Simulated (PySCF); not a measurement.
A search over the determinants of CaS

Unrestricted PBE0; PySCF, no relativity, basis sets Ca def2-TZVPP, S def2-TZVPP. Outer shells of the fragments: Ca 4s2; S 3s2 3p4.

Followed along the bond (rough minima from three points):

```
2Ms+1  unpaired  ⟨S²⟩ at the start  R at minimum (Å)  Te (eV)
    1      none               0.00              2.30     0.00
    3  σ ↑, π ↑               2.00              2.57     0.84
    1  σ ↓, π ↑               1.01              2.57     0.85
    3      σ ↑↑               2.00              2.45     1.39
```

Solutions found at the starting distance of 2.575 Å, counted from the lowest of them; the search is not exhaustive and high or unbound solutions are not listed, so other states can lie among these:

| 2Ms+1 | unpaired | term | E (eV) | ⟨S²⟩ | ⟨Lz²⟩ | μ (D) |
| --- | --- | --- | --- | --- | --- | --- |
| 1 | none | ¹Σ⁺ | 0.00 | 0.00 | 0.00 | -11.23 |
| 3 | σ ↑, π ↑ | ³Π | 0.42 | 2.00 | 1.02 | -3.96 |
| 1 | σ ↓, π ↑ | mixed | 0.44 | 1.01 | 1.01 | -3.96 |
| 3 | σ ↑↑ | ³Σ⁺ | 1.03 | 2.00 | 0.00 | -4.02 |
| 3 | π ↑↑ | mixed | 2.06 | 2.01 | 2.01 | -3.90 |
| 1 | π ↑↓ | mixed | 2.10 | 1.01 | 2.01 | -3.87 |
| 3 | π ↑↑ | mixed | 2.11 | 2.00 | 2.01 | -3.91 |
| 3 | π ↑, δ ↑ | mixed | 2.57 | 2.00 | 5.01 | -7.95 |
| 1 | π ↑, δ ↓ | mixed | 2.58 | 1.01 | 5.01 | -7.92 |

A term symbol is given only where ⟨S²⟩ and ⟨Lz²⟩ are close to those of a pure state; real π, δ and φ orbitals otherwise mix terms. A positive dipole means Ca(−)S(+).

Compare the gap between the two lowest followed solutions at the starting distance with the gap between their minima.

At PBE0 the second solution (triplet, unpaired electrons σ ↑, π ↑) lies +0.42 eV from the first (singlet, closed shell) at 2.575 Å and +0.84 eV at the minima; the two curves relax by different amounts, since their minima lie near 2.57 and 2.30 Å.

The measured ground state is X ¹Σ+ (Huber and Herzberg, Constants of Diatomic Molecules (1979)).

Counting both spins, an empty level lies below a filled one in some of these solutions, because spin and occupation are held.
